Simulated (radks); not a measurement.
Results of a calculation; reference values are marked as such.
All-electron atom: the cadmium ion Cd3+ in [Kr] 4d9. Code: a radial shooting solver on a logarithmic mesh with Libxc functionals. Model: scalar-relativistic Kohn-Sham, TASK exchange with Perdew-Wang LDA correlation, spin-polarised, spherical densities, finite nucleus; open shells are filled with parallel spins first (spin-orbit coupling, left out, can overturn this in heavy ions); meta-GGA in the generalised Kohn-Sham scheme; Fermi nuclear charge, rms radius 4.6087 fm.

X-ray form factor f0, the Fourier transform of the density (f0(0) = 45):

| sin(theta)/lambda (1/angstrom) | f0 (electrons) |
|---|---|
| 0.05 | 44.536 |
| 0.1 | 43.210 |
| 0.15 | 41.196 |
| 0.2 | 38.731 |
| 0.25 | 36.058 |
| 0.3 | 33.384 |
| 0.4 | 28.567 |
| 0.5 | 24.811 |
| 0.6 | 22.053 |
| 0.8 | 18.384 |
| 1 | 15.681 |
| 1.25 | 12.663 |
| 1.5 | 10.091 |
| 2 | 6.860 |
